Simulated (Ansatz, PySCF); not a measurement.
The pair A = HF (SMILES F) (first 2 atoms), B = CH6Si (SMILES C[SiH3]); geometry from B3LYP-D3(BJ)/def2-TZVP.
(charge 0, multiplicity 1):
```xyz
10

F      0.4622     0.6342    -0.3607
H      0.7698     0.1600     0.3807
C     -1.2014     0.5199     2.6556
Si     0.2964    -0.5380     3.0190
H     -0.9048     1.5291     2.3663
H     -1.8417     0.5905     3.5367
H     -1.7883     0.0970     1.8390
H      1.1703    -0.6310     1.8088
H     -0.0782    -1.9256     3.3732
H      1.1324     0.0369     4.0969
```

Frozen-core correlation. CBS: X⁻³ extrapolation of the correlation energy, Hartree–Fock from the larger set. MP2 and its Hartree–Fock in aug-cc-pV(T+d)Z are density fitted.

Run with Ansatz (Gaussian orbitals); PySCF for the dispersion terms. Each number belongs to the level named beside it.

The monomers are drawn apart, rigid, along the line of their centres of mass. Counterpoise-corrected interaction energies (kcal/mol):

```csv
level,R = 4.061 Å,R = 4.734 Å
PBE/def2-TZVPPD,-1.7488,-0.7963
PBE-D3(BJ)/def2-TZVPPD,-2.1974,-1.0243
wB97M-V/def2-TZVPPD,-1.7723,-0.8372
"MP2/CBS(aug-cc-pV(D+d)Z, aug-cc-pV(T+d)Z) + ΔCCSD(T)/aug-cc-pV(D+d)Z",-1.7159,-0.8133
```

### Question
R is the distance of the centres of mass. Find the local exponent m of E ∝ R⁻ᵐ between the two points.

### Answer

m = ln(E₁/E₂)/ln(R₂/R₁): PBE/def2-TZVPPD 5.1; PBE-D3(BJ)/def2-TZVPPD 5.0; wB97M-V/def2-TZVPPD 4.9; MP2/CBS(aug-cc-pV(D+d)Z, aug-cc-pV(T+d)Z) + ΔCCSD(T)/aug-cc-pV(D+d)Z 4.9. For scale, two fixed dipoles give m = 3, dipole and quadrupole 4, quadrupoles 5, and dispersion or dipole-induced dipole 6 at long range; at these distances several terms mix, and what is left of overlap and damping shifts m, so it need not match one of them.

Ansatz is a quantum-chemistry and plane-wave program.
